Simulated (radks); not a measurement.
Question: The mean radii <r> (bohr) of the occupied orbitals of an atom or ion are listed with their occupations. Method: scalar-relativistic Kohn-Sham, PBEsol, spin-polarised, spherical densities, finite nucleus; Fermi nuclear charge, rms radius of each element as measured or else 0.836 A^(1/3) + 0.57 fm; computed with a radial shooting solver on a logarithmic mesh with Libxc functionals.

orbital  occ.      <r>
1s up       1  0.02190
1s down     1  0.02190
2s up       1  0.09198
2s down     1  0.09195
2p up       3  0.08095
2p down     3  0.08094
3s up       1   0.2211
3s down     1   0.2212
3p up       1   0.2150

Name the element and its charge. Open shells, if any, are filled with parallel spins first.

Answer: Z = 64, gadolinium, charge +51: Gd51+ in [Ne] 3s2 3p1. The 1s radius gives Z: for a bare nucleus <r> = (2 gamma + 1)/(2Z) with gamma = sqrt(1 - (Z/c)^2), 0.02163 bohr for Z = 64, and screening makes it slightly larger (0.02190 here). The occupations add up to 13, and the charge is Z minus that.
